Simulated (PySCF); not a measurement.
## Spin states and ions at one geometry of [Hg2H3]−

PySCF 2.14.0, RKS TPSS, Hg def2-SVP with ECP60, H def2-SVP; non-relativistic Hamiltonian with scalar-relativistic core potentials where named; density fitting; no spin-orbit coupling; singlets restricted, open shells unrestricted. The geometry is relaxed for charge -1, singlet, vacuum:

```xyz
5

Hg    0.0000    0.0000    2.3428
Hg    0.0000    0.0000   -0.7753
H     1.7872    0.0000   -0.7712
H    -0.8936    1.5478   -0.7712
H    -0.8936   -1.5478   -0.7712
```

Energies count from the relaxed state; an electron taken off or put on is at rest in vacuum. Charges and spins are Mulliken's.

| state | energy (eV) | spin squared | charge on Hg1 (e) | spin on Hg1 (e) | dipole about the centre of mass (D) |
| --- | --- | --- | --- | --- | --- |
| charge -1, singlet, vacuum | 0.00 | 0.00 | -0.06 | 0.00 | 5.45 |
| charge 0, doublet, vacuum | 3.12 | 0.76 | 0.08 | -0.01 | 1.37 |

Question: What does the state charge -1, triplet, vacuum give?

Answer: energy (eV) 3.45, spin squared 2.01, charge on Hg1 (e) -0.36, spin on Hg1 (e) 0.42, dipole about the centre of mass (D) 1.63.

With an electron taken off (doublet) the charges change, summed by element, by Hg +0.44 e, H +0.56 e. The vertical ionisation energy is 3.12 eV, against −ε(HOMO) = 0.42 eV of the relaxed state. The level lies 2.7 eV too high, as is usual for semilocal functionals and global hybrids, which keep a self-interaction error.

Open shells may have lower solutions than those found. The basis has no diffuse functions, which an anion needs.

No frequency check is given that shows the relaxed geometry to be a minimum.
